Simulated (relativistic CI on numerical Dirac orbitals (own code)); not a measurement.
# Sc III: calculation against measurement

Calculated at this level of theory: Dirac-Coulomb-Breit CI, separate exchange-only KLI orbitals for each configuration, model QED (radiative potential, 1s self-energy scaled to tabulated hydrogen-like ionisation energies), valence Slater integrals scaled by 0.85, P86 correlation energy added to each configuration (own radial code, finite nucleus).

CI space (outside the closed core [Ne] 3s2): 3p⁶3d, 3p⁶4s, 3p⁶4p, 3p⁶5s, 3p⁶4d, 3p⁶5p, 3p⁶4f, 3p⁶5d, 3p⁶6s, 3p⁶6p, 3p⁵3d², 3p⁶5f, 3p⁶5g, 3p⁶6d, 3p⁶7s, 3p⁶7p. Levels of other configurations are missing.

```tsv
Configuration	Term (tabulated)	J	Measured (cm⁻¹)	Computed	Error	Purity (%)
3p⁶3d	2D	3/2	0.0	0	0	100
3p⁶3d	2D	5/2	197.6	163	-35	100
3p⁶4s	2S	1/2	25539.3	27605	2066	100
3p⁶5s	2S	1/2	114862.5	114605	-257	100
3p⁶5p	2P°	1/2	128107.1	127999	-108	100
3p⁶5p	2P°	3/2	128283.1	128158	-125	100
3p⁶6s	2S	1/2	149194.0	148602	-592	100
3p⁶6p	2P°	1/2	155489.8	155086	-404	100
3p⁶6p	2P°	3/2	155575.2	155162	-413	100
3p⁶7s	2S	1/2	166157.2	165681	-476	100
3p⁶7p	2P°	1/2	169638.0	169312	-326	100
3p⁶7p	2P°	3/2	169685.9	169355	-331	100
```

Measured levels from Sugar and Corliss, J. Phys. Chem. Ref. Data 9, 473 (1980); pairs were made by configuration, J and term (by order where the table uses no LS term), so strongly mixed levels may be paired wrongly. Some J values or terms of the table were assigned by a fit.

Mean error by configuration (cm⁻¹): 3p⁶3d -35; 3p⁶4s 2066; 3p⁶5s -257; 3p⁶5p -116; 3p⁶6s -592; 3p⁶6p -408; 3p⁶7s -476; 3p⁶7p -329. Over the excited levels the mean absolute error is 467 cm⁻¹ (11 of the 11 excited levels that our extract of the source holds in range could be paired), and the median relative error of those above 1,000 cm⁻¹ is 0.24 %.
